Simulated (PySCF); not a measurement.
**Electric field gradients and quadrupole coupling constants**

Compound: C4H7ClN2Si.
SMILES with atom numbers: `[CH3:1][c:2]1[c:3]([Cl:4])[cH:5][n:6][n:7]1[SiH3:8]` (hydrogens: H9, H10, H11 on C1; H12 on C5; H13, H14, H15 on Si8)

Geometry (GFN2-xTB, Å), atoms numbered from 1 in this order:
```
atom  x, y, z in Å
C1     0.0749    1.7947    0.1218
C2    -0.4901    0.4333   -0.0315
C3    -1.7913    0.0154   -0.2124
Cl4   -3.1890    1.0043   -0.3152
C5    -1.7295   -1.3886   -0.2948
N6    -0.4886   -1.7899   -0.1733
N7     0.2714   -0.6901   -0.0124
Si8    2.0075   -0.8997    0.1790
H9     0.7937    2.0025   -0.6699
H10   -0.7269    2.5267    0.0730
H11    0.5864    1.8912    1.0788
H12   -2.5296   -2.0870   -0.4346
H13    2.1900   -2.3379    0.1135
H14    2.6485   -0.1618   -0.9122
H15    2.3683   -0.3055    1.4683
```

Field gradients from the PBE0/pcSseg-1 density (PySCF, non-relativistic), principal values in atomic units, ordered |Vxx| ≤ |Vyy| ≤ |Vzz|:

```tsv
atom	Vxx	Vyy	Vzz
Cl4	-1.9916	-2.0280	4.0196
N6	0.2049	0.8367	-1.0415
N7	-0.0176	-0.5535	0.5711
```

**Question.** Find the asymmetry η = (Vxx − Vyy)/Vzz and the couplings χ = eQV/h (234.96 MHz × Q in barn × V in au), with Q(35Cl) = −0.0817 b, Q(14N) = 0.02044 b.

**Answer.** 
```csv
atom,environment,nucleus,η,χzz (MHz),χxx (MHz),χyy (MHz)
Cl4,aryl chlorine,35Cl,0.01,-77.16,38.23,38.93
N6,pyridine-type nitrogen,14N,0.61,-5.00,0.98,4.02
N7,pyrrole-type nitrogen,14N,0.94,2.743,-0.084,-2.658
```

The gradient is axial or nearly so (η below 0.05) at Cl4. At N7 η is above 0.9: Vyy and Vzz are nearly equal in size and opposite in sign, so a small change could swap them and flip the sign of χzz. 

**Question.** What is Vzz at N7 in SI units (1 au = 9.71736 × 10²¹ V/m²)?

**Answer.** 0.5711 au = 5.549 × 10²¹ V/m².

**Question.** And the gradient at the other heavy atoms, for which no coupling is worked out here?

**Answer.** 
```json
{"atom": "C1", "environment": "benzylic-type carbon", "Vzz (au)": "0.096", "η": "0.39"}
{"atom": "C2", "environment": "substituted aromatic carbon", "Vzz (au)": "-0.198", "η": "0.08"}
{"atom": "C3", "environment": "aromatic C–Cl carbon", "Vzz (au)": "0.339", "η": "0.48"}
{"atom": "C5", "environment": "aromatic CH next to a ring nitrogen", "Vzz (au)": "0.186", "η": "0.69"}
{"atom": "Si8", "environment": "SiH3 silicon", "Vzz (au)": "0.614", "η": "0.27"}
```

**Question.** What couplings would deuterons (Q(2H) = 0.00286 b) have in place of the hydrogens, at this geometry?

**Answer.** 
```csv
atom,bonded to,bond length (Å),Vzz (au),η,χzz (kHz)
H9,C1,1.089,0.3090,0.02,208
H10,C1,1.087,0.3108,0.03,209
H11,C1,1.089,0.3090,0.02,208
H12,C5,1.071,0.3437,0.07,231
H13,Si8,1.451,0.1681,0.00,113
H14,Si8,1.465,0.1581,0.04,106
H15,Si8,1.465,0.1582,0.04,106
```

Geometry: GFN2-xTB; no solvent, vibrations or thermal averaging. GFN2-xTB bond lengths can be off by several hundredths of an ångström, more for odd bonds, and the gradients follow them. With so small a basis the couplings can be 20 % off.
